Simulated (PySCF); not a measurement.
# Excitation energy of Zn⁺ by level of theory

Zn⁺ [Ar] 3d10 4s1 (2S) → Zn⁺ [Ar] 3d9 4s2 (2D), as a difference of total energies. Computed with PySCF 2.14 in def2-TZVPPD (6s6p4d2f1g, 67 functions), with the non-relativistic Hamiltonian (point nucleus). Correlated levels: valence: [Ar] frozen. The calculations carry no spin-orbit coupling.

| method | excitation energy (eV) | difference from reference (eV) |
| --- | --- | --- |
| UHF | 7.504 | -0.406 |
| MP2 (valence) | 9.236 | +1.326 |
| SCS-MP2 (valence) | 8.845 | +0.935 |
| CCSD (valence) | 8.467 | +0.557 |
| CCSD(T) (valence) | 8.517 | +0.607 |

Reference: 7.910 eV (measured; NIST levels, between the centres of gravity of the two terms).

These non-relativistic numbers lack the scalar-relativistic shift.

Errors of the correlated levels include the incompleteness of this basis and the frozen core.
